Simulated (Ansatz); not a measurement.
Reaction (ligand exchange at a Ga–S bond): `[SH][Ga]([Cl])[Cl]` + H–F → `[F][Ga]([Cl])[Cl]` + H₂S

Isolated molecules relaxed with PBE0-D4/def2-TZVP in Ansatz; ΔE leaves out vibrations. CCSD(T)/CBS adds triple-zeta CCSD(T) − MP2 to the extrapolated MP2 energy (def2 sets, frozen cores). This one scheme is used for every species. Functionals use def2-TZVPP. For Ga outer-core shells are correlated without core-valence functions, which leaves a few kJ/mol of doubt a bond. Scalar relativity is left out up to krypton. Each species was taken in one conformer, which may not be the lowest.

`[SH][Ga]([Cl])[Cl]`:

Cartesian coordinates in Å:
```
S 1.678 0.478 0.126
Ga -0.317 -0.388 0.134
Cl -0.661 -2.267 1.055
Cl -1.962 0.611 -0.769
H 1.262 1.566 -0.546
```

H–F:

Z-matrix (Å, degrees):
```
F
H 1 0.920
```

`[F][Ga]([Cl])[Cl]`:

```xyz
4

F    -1.577   -0.449   -0.740
Ga   -0.057   -0.016   -0.027
Cl    1.378   -1.528    0.255
Cl    0.256    1.993    0.511
```

H₂S:

Cartesian coordinates in Å:
```
S -0.587 0.183 0.077
H 0.352 -0.302 0.903
H 0.235 0.119 -0.981
```

Q: Is it downhill or uphill in electronic energy at CCSD(T)/CBS, and by how much? (Best estimate.)

A: The calculation gave: Uphill: ΔE = +5.7 kcal/mol.

Q: What do these levels give: LDA (SPW92), BLYP-D4, r2SCAN-D4, PBE, BLYP, BHLYP, CAM-B3LYP, MP2/def2-SVP, HF/def2-QZVPP, MP2/def2-QZVPP, SCS-MP2/def2-QZVPP, HF/CBS(def2)? (Estimate.)

A: The calculation gave: LDA (SPW92) 5.9, BLYP-D4 3.2, r2SCAN-D4 3.6, PBE 4.2, BLYP 0.9, BHLYP 1.9, CAM-B3LYP 1.0, MP2/def2-SVP 0.2, HF/def2-QZVPP -0.5, MP2/def2-QZVPP 5.9, SCS-MP2/def2-QZVPP 3.8, HF/CBS(def2) -0.6 kcal/mol.

Largest T1 diagnostic among the species: 0.012.

At CCSD(T), def2-SVP lies −6.1 kcal/mol from the extrapolated value and def2-TZVPP −1.9 kcal/mol. From BLYP to BHLYP (50 % exact exchange), in def2-TZVPP and without D4, ΔE moves by +1.0 kcal/mol. In def2-TZVPP, CCSD(T) changes the Hartree–Fock value by +3.5 kcal/mol (the triples alone add +0.6 kcal/mol) and MP2 by +4.8 kcal/mol.
